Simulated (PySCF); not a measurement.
# Magnetic susceptibility: `C(=C)(F)S(=O)(=O)O`, C2H3FO3S

Geometry:
```csv
atom,x (Å),y (Å),z (Å)
C1,-1.749,-0.029,-0.520
C2,-0.593,-0.490,-0.110
F3,-0.309,-1.771,0.136
S4,0.857,0.537,0.181
O5,1.417,0.237,1.458
O6,0.526,1.876,-0.161
O7,1.839,-0.056,-0.937
H8,-2.606,-0.658,-0.699
H9,-1.833,1.029,-0.685
H10,2.460,-0.671,-0.539
```

Theory: GIAO KT3/pcSseg-1 magnetisability, rotational g tensor and spin-rotation constants, non-relativistic, gas phase in PySCF 2.14.0. Geometry: GFN2-xTB.

Question: How diamagnetic is it, and how anisotropic?

Answer: Isotropic -906 × 10⁻³⁰ J/T², or -54.6 × 10⁻⁶ cm³/mol; principal values -998, -886, -834 × 10⁻³⁰ J/T², anisotropy 145 × 10⁻³⁰ J/T² (root of half the summed squared differences of the principal values). The susceptibility is in cgs units.

Question: Split it along the inertial axes a, b, c into diamagnetic and paramagnetic parts about the centre of mass, with the quadrupole moment.

Answer: 
| axis | χ (10⁻⁶ cm³/mol) | diamagnetic (10⁻⁶ cm³/mol) | paramagnetic (10⁻⁶ cm³/mol) | summed x² of all electrons (Å²) | quadrupole Θ (D Å) |
| --- | --- | --- | --- | --- | --- |
| a | -50.6 | -416.8 | 366.2 | 107.0 | +2.04 |
| b | -53.2 | -604.8 | 551.6 | 62.7 | +3.33 |
| c | -59.9 | -719.7 | 659.8 | 35.6 | -5.37 |

Anisotropies 2χaa − χbb − χcc = +12.0 and 2χbb − χaa − χcc = +4.1 × 10⁻⁶ cm³/mol. Θ is traceless in Buckingham's convention.

Question: And the rotational g tensor?

Answer: 
```csv
axis,rotational constant (GHz),g,nuclear part,electronic part
a,3.3870,-0.0485,0.5342,-0.5827
b,2.1357,-0.0287,0.5247,-0.5534
c,1.7626,-0.0139,0.5324,-0.5463
```
Asymmetric top; isotopes 12C, 19F, 1H, 16O, 32S; no vibrational averaging.
